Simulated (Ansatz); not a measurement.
`C=CBBr` + HCl → `C=CBCl` + HBr at 700 K and 1 bar (ligand exchange at a B–Br bond).

Computed with Ansatz on PBE0-D4/def2-TZVP structures; ΔE is electronic, products minus reactants. CCSD(T)/CBS is the MP2 limit (def2-TZVPP, def2-QZVPP) plus CCSD(T) − MP2 in def2-TZVPP, frozen cores. This one scheme is used for every species. For Br outer-core shells are correlated without core-valence functions, which leaves a few kJ/mol of doubt a bond. Scalar relativity is left out up to krypton. Each species was taken in one conformer, which may not be the lowest.

```csv
species,CCSD(T)/CBS energy (Eh),H − E (kJ/mol),S (J/(mol·K))
`C=CBBr`,-2676.63535,203.4,393.3
HCl,-460.38127,38.4,211.8
`C=CBCl`,-563.09944,203.9,380.5
HBr,-2573.91920,36.5,223.7
```

H − E and S are ideal-gas, rigid-rotor, harmonic terms from PBE0-D4/def2-TZVP, for one conformer and one mirror image of each species. 1 Eh = 2625.50 kJ/mol, R = 8.31446 J/(mol·K).

Problem. By hand: ΔE, ΔH, ΔS and ΔG.

Solution. ΔE = (-563.09944) + (-2573.91920) − (-2676.63535) − (-460.38127) = -0.00202 Eh = -5.3 kJ/mol. Δ(H − E) = 203.9 + 36.5 − 203.4 − 38.4 = -1.4, so ΔH = -6.7 kJ/mol. ΔS = 380.5 + 223.7 − 393.3 − 211.8 = -0.9 J/(mol·K). ΔG = -6.7 − 700 × (-0.9)/1000 = -6.1 kJ/mol.

Problem. By hand: the equilibrium constant, and the temperature at which ΔG would vanish if ΔH and ΔS stayed fixed.

Solution. log₁₀ K = −ΔG/(RT ln 10) = 0.5. ΔG = 0 at ΔH/ΔS = 7444 K, far beyond where these terms or the molecules hold.

The number of gas molecules stays the same, so ΔS is small and ΔH decides. A doubt of 5 kJ/mol in ΔE shifts log₁₀ K by 0.4 here. Other conformers and mirror images would add mixing entropy, several J/(mol·K) or more a flexible species. These are equilibria of isolated gas molecules and say nothing of rates. Largest T1 diagnostic: 0.012 (customary marks: 0.02 for closed shells, 0.045 for open ones).
